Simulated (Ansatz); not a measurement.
Geometry optimisation of the cluster Si5F3.

```yaml
crystal:
  periodic: [false, false, false]
  atoms:
    - {symbol: Si, position_ang: [1.049558, -1.272180, -0.118526]}
    - {symbol: Si, position_ang: [1.588700, 0.750226, -1.293701]}
    - {symbol: Si, position_ang: [-0.901916, -0.365551, 0.831494]}
    - {symbol: Si, position_ang: [-0.808577, 0.627559, -1.298723]}
    - {symbol: Si, position_ang: [0.777958, 1.346396, 0.942455]}
    - {symbol: F, position_ang: [-1.761220, 1.895710, -1.680244]}
    - {symbol: F, position_ang: [-2.076236, -0.897343, 1.824828]}
    - {symbol: F, position_ang: [2.131732, -2.084827, 0.792407]}
basis:
  gaussian: {orbitals: def2-SVP}
magnetization: {spin_polarized: true, initial_magnetization: 3}
hamiltonian: {xc: {name: B3LYP}, dispersion: d4}
scf: {lower_state_search: "off"}
output: {orbitals: {seedname: orbitals}}
relax: {f_tol: 0.02, max_steps: 100}
```

```sh
$ ansatz run in.yaml --threads 4 --pin off --events-out ev --progress --plain --max-ram 4787MiB
```

Shortened log:

```
Functional definition: B3LYP
mean field -47520.82549500 eV, -1746.3581261687 hartree, gradient 9.4e-6 eV, S^2 3.764157; 0 other end points of the search recorded, 0 dependent functions left out
relax step   1: F+E_penalty+E_count = -47521.64447447 eV  Δ(F+E_penalty+E_count) = +0.000e0 eV  max|allowed force component| = 1.284e0 eV/Å  Δτ_max = 0.0000 Å  (26 SCF iters, accepted)
mean field -47521.23690982 eV, -1746.3732453847 hartree, gradient 5.6e-6 eV, S^2 3.764786; 0 other end points of the search recorded, 0 dependent functions left out
relax step   2: F+E_penalty+E_count = -47522.11359850 eV  Δ(F+E_penalty+E_count) = -4.691e-1 eV  max|allowed force component| = 7.989e-1 eV/Å  Δτ_max = 0.1987 Å  (36 SCF iters, accepted)
mean field -47521.52793848 eV, -1746.3839404907 hartree, gradient 1.1e-6 eV, S^2 3.763908; 0 other end points of the search recorded, 0 dependent functions left out
relax step   3: F+E_penalty+E_count = -47522.39775195 eV  Δ(F+E_penalty+E_count) = -2.842e-1 eV  max|allowed force component| = 1.509e0 eV/Å  Δτ_max = 0.1948 Å  (35 SCF iters, accepted)
mean field -47521.58638160 eV, -1746.3860882357 hartree, gradient 2.2e-6 eV, S^2 3.762717; 0 other end points of the search recorded, 0 dependent functions left out
relax step   4: F+E_penalty+E_count = -47522.45368466 eV  Δ(F+E_penalty+E_count) = -5.593e-2 eV  max|allowed force component| = 8.602e-1 eV/Å  Δτ_max = 0.1706 Å  (30 SCF iters, accepted)
mean field -47521.51298988 eV, -1746.3833911398 hartree, gradient 9.9e-6 eV, S^2 3.762886; 0 other end points of the search recorded, 0 dependent functions left out
relax step   5: F+E_penalty+E_count = -47522.39468137 eV  Δ(F+E_penalty+E_count) = +5.900e-2 eV  max|allowed force component| = 4.732e-1 eV/Å  Δτ_max = 0.2000 Å  (28 SCF iters, rejected (line search))
mean field -47521.65081052 eV, -1746.3884559547 hartree, gradient 3.3e-6 eV, S^2 3.762861; 0 other end points of the search recorded, 0 dependent functions left out
relax step   6: F+E_penalty+E_count = -47522.52810167 eV  Δ(F+E_penalty+E_count) = -7.442e-2 eV  max|allowed force component| = 2.878e-1 eV/Å  Δτ_max = 0.1000 Å  (25 SCF iters, accepted)
mean field -47521.65810132 eV, -1746.3887238866 hartree, gradient 7.3e-6 eV, S^2 3.762503; 0 other end points of the search recorded, 0 dependent functions left out
relax step   7: F+E_penalty+E_count = -47522.53541354 eV  Δ(F+E_penalty+E_count) = -7.312e-3 eV  max|allowed force component| = 1.735e-1 eV/Å  Δτ_max = 0.1000 Å  (24 SCF iters, accepted)
mean field -47521.63059251 eV, -1746.3877129566 hartree, gradient 2.1e-6 eV, S^2 3.763119; 0 other end points of the search recorded, 0 dependent functions left out
relax step   8: F+E_penalty+E_count = -47522.51219151 eV  Δ(F+E_penalty+E_count) = +2.322e-2 eV  max|allowed force component| = 3.153e-1 eV/Å  Δτ_max = 0.1463 Å  (31 SCF iters, rejected (line search))
mean field -47521.67176578 eV, -1746.3892260464 hartree, gradient 3.9e-6 eV, S^2 3.762637; 0 other end points of the search recorded, 0 dependent functions left out
relax step   9: F+E_penalty+E_count = -47522.54989737 eV  Δ(F+E_penalty+E_count) = -1.448e-2 eV  max|allowed force component| = 1.092e-1 eV/Å  Δτ_max = 0.0712 Å  (26 SCF iters, accepted)
mean field -47521.67136746 eV, -1746.3892114083 hartree, gradient 2.5e-6 eV, S^2 3.762723; 0 other end points of the search recorded, 0 dependent functions left out
relax step  10: F+E_penalty+E_count = -47522.55025437 eV  Δ(F+E_penalty+E_count) = -3.570e-4 eV  max|allowed force component| = 6.428e-2 eV/Å  Δτ_max = 0.0309 Å  (28 SCF iters, accepted)
mean field -47521.67303232 eV, -1746.3892725907 hartree, gradient 3.1e-6 eV, S^2 3.762706; 0 other end points of the search recorded, 0 dependent functions left out
relax step  11: F+E_penalty+E_count = -47522.55072034 eV  Δ(F+E_penalty+E_count) = -4.660e-4 eV  max|allowed force component| = 3.531e-2 eV/Å  Δτ_max = 0.0351 Å  (26 SCF iters, accepted)
mean field -47521.67330358 eV, -1746.3892825593 hartree, gradient 1.7e-6 eV, S^2 3.762705; 0 other end points of the search recorded, 0 dependent functions left out
relax step  12: F+E_penalty+E_count = -47522.55125678 eV  Δ(F+E_penalty+E_count) = -5.364e-4 eV  max|allowed force component| = 1.213e-2 eV/Å  Δτ_max = 0.0151 Å  (26 SCF iters, accepted)
Total energy: -47522.55152016 eV, -1746.4215564235 hartree
Atom 0 at     1.062628    -1.597998    -0.187042 Å, force     0.004886    -0.001766     0.012130 eV/Å
Atom 1 at     1.328995     0.550297    -1.207141 Å, force     0.003271     0.001508    -0.002638 eV/Å
Atom 2 at    -0.778186    -0.336490     0.685434 Å, force     0.004767     0.000787    -0.007293 eV/Å
Atom 3 at    -1.041895     0.554165    -1.524500 Å, force    -0.007267     0.009433     0.004348 eV/Å
Atom 4 at     0.803203     1.426023     1.029448 Å, force     0.002254     0.002151     0.002375 eV/Å
Atom 5 at    -1.612470     2.098527    -1.438573 Å, force     0.003746    -0.010453    -0.001729 eV/Å
Atom 6 at    -1.967171    -0.891195     1.658476 Å, force    -0.003533    -0.003026     0.001630 eV/Å
Atom 7 at     2.204895    -1.803339     0.983889 Å, force    -0.008124     0.001366    -0.008823 eV/Å
Dipole moment:     0.135735    -0.030549    -0.262538 e Å
Checks for a lower state left out: stability, starts, cluster_reference, orbital_swaps, neighbouring_geometries, increment
```

Hardware: 4 threads of Arm Neoverse V2 on a shared host. Wall time 44 s.

At B3LYP-D4/def2-SVP a doublet of charge 0 lies 1.64 eV below the quartet, each at its own geometry. The structure comes from a short search, and lower isomers may exist.
